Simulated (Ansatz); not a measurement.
Species: ZrH₄ (charge -1, doublet). The spin state was set by rule; other spins were not relaxed. 
Geometry from a B3LYP-D3(BJ)/def2-TZVP (Ansatz, a quantum-chemistry and plane-wave program) optimisation:
```
Zr
H 1 1.9409
H 1 1.9409 2 103.67
H 1 1.9409 2 121.82 3 -115.93
H 1 1.9409 2 103.67 3 128.14
```
Charge -1, spin multiplicity 2.

Basis-set convergence of Hartree-Fock and CCSD(T) correlation energies (hartree) with Ansatz. Correlated levels leave the core frozen unless marked. UHF or UKS for open shells. No spin-orbit coupling. The frozen core is the preceding noble-gas configuration, with the filled d and f shells of earlier blocks. Past Kr the def2 sets carry scalar-relativistic core potentials.

| basis | functions | E(HF) | E(corr, CCSD(T)) |
|---|---|---|---|
| def2-SVPD | 66 | -48.78087 | -0.15870 |
| def2-TZVPPD | 124 | -48.79903 | -0.17965 |
| def2-QZVPPD | 213 | -48.80346 | -0.18502 |

Extrapolating the two largest sets (X = 3 and 4) as X^-3: E(corr) = (64·(-0.18502) - 27·(-0.17965))/37 = -0.1889 Eh, an estimate of the basis-set limit. The largest set recovers 97.9 % of it, the smallest 84.0 %.
